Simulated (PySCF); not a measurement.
Sb (antimony, neutral) across methods

[Kr] 4d10 5s2 5p2 6s1, high-spin 4P determinant (an excited configuration). All numbers are calculated (PySCF 2.14, scalar relativity through the core potential, in aug-cc-pVTZ-PP with ECP28MDF (6s5p4d2f, 55 functions)).

```tsv
method	E (hartree)	mean ε 5s β (eV)	mean ε 5p α (eV)	mean ε 6s α (eV)	Σ⟨r²⟩ (bohr²)	⟨S²⟩
HSE06	-240.0101	-15.738	-8.660	-1.898	86.21	3.752
LDA	-239.6299	-15.544	-8.025	-1.913	85.18	3.751
PBEsol	-239.7437	-15.168	-7.980	-1.857	85.73	3.752
PBE	-240.0018	-15.101	-7.960	-1.839	85.84	3.752
M06-L	-240.1518	-15.219	-7.945	-1.805	88.03	3.752
UHF	-239.06775	-17.637	-11.806	-2.899	88.42	3.760
PBE0	-240.0116	-16.038	-9.089	-2.188	86.33	3.753
wB97M-V	-239.9684	-18.335	-11.143	-3.069	86.48	3.753
```

(1) Estimate the same row for r2SCAN.

Energies and moments cover only the electrons outside the core potential. The outer electron is Rydberg-like, and this basis confines it to a smaller radius and binds it less than a complete one would.

## Answers

(1) E (hartree) = -240.0900; mean ε 5s β (eV) = -15.264; mean ε 5p α (eV) = -8.409; mean ε 6s α (eV) = -1.818; Σ⟨r²⟩ (bohr²) = 86.53; ⟨S²⟩ = 3.754.
